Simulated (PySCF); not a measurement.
**How methods differ on the ionisation energy of Bi⁺**

Bi⁺ [Xe] 4f14 5d10 6s2 6p2 [6p1/2^2, M_J = 0] → Bi²⁺ [Xe] 4f14 5d10 6s2 6p1 [6p1/2^1, M_J = 1/2], as a difference of total energies. Computed with PySCF 2.14 in x2c-TZVPPall-2c (11s11p9d3f, 110 functions), with the two-component X2C-1e Hamiltonian. Correlated levels: [Kr] 4d10 4f14 frozen; the 24 highest virtual spinors dropped. "Screened" scales the spin-orbit matrix elements by Boettger's factors to mimic the two-electron term; Breit and QED terms are absent.

```json
{"method": "GHF (spin-free)", "ionisation energy (eV)": "15.254"}
{"method": "GMP2 (spin-free)", "ionisation energy (eV)": "15.805"}
{"method": "GHF (screened spin-orbit)", "ionisation energy (eV)": "15.623"}
{"method": "GMP2 (screened spin-orbit)", "ionisation energy (eV)": "16.389"}
```

Task: How much does correlation contribute at GMP2 (screened spin-orbit)?

Result: 16.389 − (15.623) = 0.766 eV, measured against GHF (screened spin-orbit).

The spin-free rows relax to the high-spin LS determinant and lack the spin-orbit shift.

Errors of the correlated levels include the incompleteness of this basis and the frozen core.

The labels give the starting determinants; with spin-orbit coupling the two ends relaxed to ⟨J²⟩ = 0.00, ⟨L²⟩ = 1.52, ⟨S²⟩ = 1.52 and ⟨J²⟩ = 0.76, ⟨L²⟩ = 2.22, ⟨S²⟩ = 0.95.

For comparison: 16.703 eV (measured; NIST Atomic Spectra Database, ionization energies).
